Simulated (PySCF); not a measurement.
Spectrum to structure. Computed with TDDFT CAM-B3LYP/def2-SVPD, vertical, gas phase, core orbitals frozen in the response (PySCF). Geometries: PBE0-D3(BJ)/def2-SVP, one conformer each.

| state | E (eV) | f | main configurations (H = HOMO, L = LUMO) |
| --- | --- | --- | --- |
| S1 | 6.06 | 0.0002 | H→L (94%) |
| S2 | 6.31 | 0.107 | H→L+1 (94%) |
| S3 | 6.76 | 0.0000 | H→L+2 (71%), H→L+3 (11%) |
| S4 | 6.90 | 0.0033 | H-2→L+1 (88%) |
| S5 | 6.99 | 0.088 | H→L+4 (76%), H-1→L+1 (18%) |
| S6 | 7.21 | 0.0069 | H→L+5 (40%), H→L+3 (34%), H→L+2 (16%) |
| S7 | 7.44 | 0.0073 | H→L+5 (45%), H→L+3 (41%) |
| S8 | 7.75 | 0.0041 | H-1→L (89%) |
| S9 | 7.89 | 0.0027 | H-2→L+4 (82%) |
| S10 | 7.93 | 0.377 | H-1→L+1 (73%), H→L+4 (18%) |

Orbital energies (eV): HOMO-3 -10.36, HOMO-2 -9.83, HOMO-1 -9.78, HOMO -8.04, LUMO 0.96, LUMO+1 1.23, LUMO+2 1.81.

Question: Which candidate is it?
A. `C(C(C)C)(Cl)=O`
B. `Clc1c[nH]cn1`
C. `NBC1CCCC1`

Answer: B. Its S1 lies at 6.06 eV; the nearest of the others has S1 at 5.17 eV. S1 is HOMO→LUMO (94%). Löwdin shares by element: HOMO carbon 62%, chlorine 20% (atoms not listed hold the other 18%); LUMO hydrogen 34% or more, carbon 31% or more, nitrogen 11% or more (atoms not listed hold the other 24%). At the same level the other candidates give, for their lowest levels:
- `CC(C)C(=O)Cl`: 5.17 eV (f 0.000); 6.70 eV (f 0.000); 7.02 eV (f 0.005); 7.87 eV (f 0.035); 7.98 eV (f 0.002); HOMO -9.93, LUMO 0.05 eV
- `NBC1CCCC1`: 7.14 eV (f 0.000); 7.50 eV (f 0.045); 7.91 eV (f 0.004); 8.21 eV (f 0.279); 8.41 eV (f 0.002); T1 6.49 eV; HOMO -9.54, LUMO 1.06 eV
Triplets come from the Tamm–Dancoff approximation.
